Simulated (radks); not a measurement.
The numbers below are computed, except where a source is named.
Ir34+, 43 electrons, occupied as [Kr] 4d7 (the NIST ground configuration). Level of theory: scalar-relativistic Kohn-Sham, r2SCAN, spin-polarised, spherical densities, finite nucleus; open shells are filled with parallel spins first (spin-orbit coupling, left out, can overturn this in heavy ions); meta-GGA in the generalised Kohn-Sham scheme; Fermi nuclear charge, rms radius 5.4032 fm (a radial shooting solver on a logarithmic mesh with Libxc functionals). Some entries of the table are withheld. Estimate them.

| orbital | occ. | eigenvalue (hartree) | <r> (bohr) | <1/r> (bohr^-1) |
|---|---|---|---|---|
| 1s up | 1 | -2850.128 | 0.01744 | 92.15 |
| 1s down | 1 | -2850.128 | 0.01744 | 92.15 |
| 2s up | 1 | -541.0900 | 0.07361 | 21.60 |
| 2s down | 1 | -540.9115 | 0.07360 | 21.60 |
| 2p up | 3 | -476.5799 | 0.06626 | 19.35 |
| 2p down | 3 | -476.4381 | 0.06625 | 19.36 |
| 3s up | 1 | -164.7552 | 0.1891 | 8.073 |
| 3s down | 1 | -164.7193 | 0.1891 | 8.073 |
| 3p up | 3 | -145.7819 | 0.1897 | 7.405 |
| 3p down | 3 | -145.7295 | 0.1896 | 7.405 |
| 3d up | 5 | -125.1255 | 0.1716 | (1) |
| 3d down | 5 | -125.0030 | 0.1716 | (2) |
| 4s up | 1 | -69.46161 | (3) | 3.732 |
| 4s down | 1 | -69.08610 | (4) | 3.728 |
| 4p up | 3 | -62.60836 | 0.4078 | 3.461 |
| 4p down | 3 | -62.23917 | 0.4083 | 3.456 |
| 4d up | 5 | -54.51391 | 0.4105 | (5) |
| 4d down | 2 | -54.14159 | 0.4110 | (6) |

Answer. 
(1) 3d up <1/r> (bohr^-1): 6.966
(2) 3d down <1/r> (bohr^-1): 6.964
(3) 4s up <r> (bohr): 0.3932
(4) 4s down <r> (bohr): 0.3936
(5) 4d up <1/r> (bohr^-1): 3.222
(6) 4d down <1/r> (bohr^-1): 3.219
